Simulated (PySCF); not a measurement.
Simulated C 1s region for `O=CC1=C[C@H](F)O1`, binding energy against the vacuum level.

Every computed line was given a Gaussian of 0.6 eV full width at half maximum and an area set by the number of equivalent atoms; the highest printed point is 100. Method: delta-SCF UKS SCAN, pcX-2 on the ionised atom, pcseg-1 elsewhere, spin-free X2C in PySCF 2.14.0.

binding energy (eV), intensity and a bar:
```
    290.3          1 
    290.4          2 #
    290.5          6 ##
    290.6         14 ####
    290.7         28 ########
    290.8         49 ###############
    290.9         72 ######################
    291.0         92 ###########################
    291.1        100 ##############################
    291.2         93 ############################
    291.3         75 ######################
    291.4         51 ###############
    291.5         30 #########
    291.6         15 #####
    291.7          7 ##
    291.8          2 #
    291.9          1 
    292.0          0 
    292.1          0 
    292.2          0 
    292.3          1 
    292.4          2 #
    292.5          5 #
    292.6         12 ####
    292.7         25 ########
    292.8         45 #############
    292.9         68 ####################
    293.0         89 ###########################
    293.1        100 ##############################
    293.2         96 #############################
    293.3         81 ########################
    293.4         61 ##################
    293.5         48 ##############
    293.6         46 ##############
    293.7         58 #################
    293.8         76 #######################
    293.9         93 ############################
    294.0        100 ##############################
    294.1         92 ############################
    294.2         73 ######################
    294.3         50 ###############
    294.4         29 #########
    294.5         15 ####
    294.6          7 ##
    294.7          3 #
    294.8          4 #
    294.9          8 ##
    295.0         18 #####
    295.1         34 ##########
    295.2         56 #################
    295.3         79 ########################
    295.4         96 #############################
    295.5         99 ##############################
    295.6         88 ##########################
    295.7         67 ####################
    295.8         44 #############
    295.9         24 #######
    296.0         12 ###
    296.1          5 #
    296.2          2 
    296.3          1
```

Task: How many maxima does the curve show, and how many computed lines lie under it?

Result: The curve has 4 maxima (at 291.1, 293.1, 294.0 and 295.5 eV). Under it lie 4 lines from 4 inequivalent carbon sites.

Task: Decompose the envelope and assign each component. Numbering: `[O:1]=[CH:2][C:3]1=[CH:4][C@H:5]([F:6])[O:7]1`.

Result: 
```tsv
position (eV)	relative area	line	atoms	environment
291.11	1	C 1s	C4	alkene CH carbon
293.12	1	C 1s	C3	vinylic carbon bearing oxygen
294.00	1	C 1s	C2	aldehyde carbon
295.47	1	C 1s	C5	sp3 C–F carbon
```

Task: What are the centre and the root-mean-square width of the whole band?

Result: The area-weighted mean of the lines is 293.43 eV. Their own spread about it is 1.58 eV (rms) and each Gaussian has σ = 0.6/2.355 = 0.25 eV; the variances add, which gives 1.60 eV.

The listed C 1s values span 4.36 eV, from C4 (bonded to C (double bond), C and H) to C5 (bonded to F, O, C and H). The widest gap between neighbouring values is 2.01 eV, between 291.11 and 293.12 eV. Summing the Pauling electronegativity differences to the bonded atoms, each weighted by its formal bond order, gives -0.35 for the lowest site and +1.97 for the highest; no listed site has a larger sum than the highest.

Shake-up satellites, vibrational structure and lifetime widths aren't simulated. The unrestricted hole states depart most from a pure doublet (⟨S²⟩ = 0.75; over 0.85 named) for C 1s of C3 (0.90), which makes this value less certain. Geometry: GFN2-xTB, one conformer, isolated molecule.

Shape of the structure used: `[O:1]=[CH:2][C:3]1=[CH:4][C@H:5]([F:6])[O:7]1`: O1–C2–C3–C4 0°.
